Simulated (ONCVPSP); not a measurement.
## An all-electron radial function and its pseudo partner (gallium (Ga))

Columns: radius, all-electron u(r) and pseudo u(r) of the 3d shell (level -19.90 eV) of gallium in the configuration [Ne] 3s2 3p6 3d10 4s1.75 4p1.25; LDA (Perdew-Wang 92), scalar-relativistic, ONCV scheme, ONCVPSP 4.0.1.

| r (bohr) | all-electron | pseudo |
| --- | --- | --- |
| 0.065 | 0.0546 | 0.0090 |
| 0.130 | 0.2447 | 0.0661 |
| 0.195 | 0.4905 | 0.1987 |
| 0.260 | 0.7181 | 0.4050 |
| 0.325 | 0.8933 | 0.6552 |
| 0.390 | 1.0095 | 0.9006 |
| 0.455 | 1.0731 | 1.0924 |
| 0.520 | 1.0951 | 1.2023 |
| 0.585 | 1.0867 | 1.2278 |
| 0.650 | 1.0576 | 1.1853 |
| 0.715 | 1.0154 | 1.1013 |
| 0.780 | 0.9654 | 1.0064 |
| 0.845 | 0.9113 | 0.9235 |
| 0.910 | 0.8557 | 0.8574 |
| 0.975 | 0.8004 | 0.8003 |
| 1.040 | 0.7465 | 0.7463 |
| 1.105 | 0.6946 | 0.6945 |
| 1.170 | 0.6452 | 0.6451 |
| 1.235 | 0.5985 | 0.5984 |
| 1.300 | 0.5546 | 0.5545 |
| 1.365 | 0.5135 | 0.5135 |
| 1.430 | 0.4752 | 0.4751 |
| 1.495 | 0.4395 | 0.4394 |
| 1.560 | 0.4063 | 0.4063 |
| 1.625 | 0.3756 | 0.3755 |
| 1.690 | 0.3470 | 0.3470 |

(1) How many radial nodes do the two functions have?

(2) At about which radius was the pseudo-wave matched?

(3) Is the pseudo-wave norm-conserving?

Answers

(1) The all-electron 3d function has n − l − 1 = 0; the pseudo-wave has 0.

(2) 1.05 bohr. The columns agree to 0.0005 from 0.97 bohr on; several derivatives are matched, so the curves merge somewhat inside the radius.

(3) Yes: the ONCV scheme keeps the norm inside the radius equal to the all-electron one, which fixes the energy derivative of the logarithmic derivative at the level.
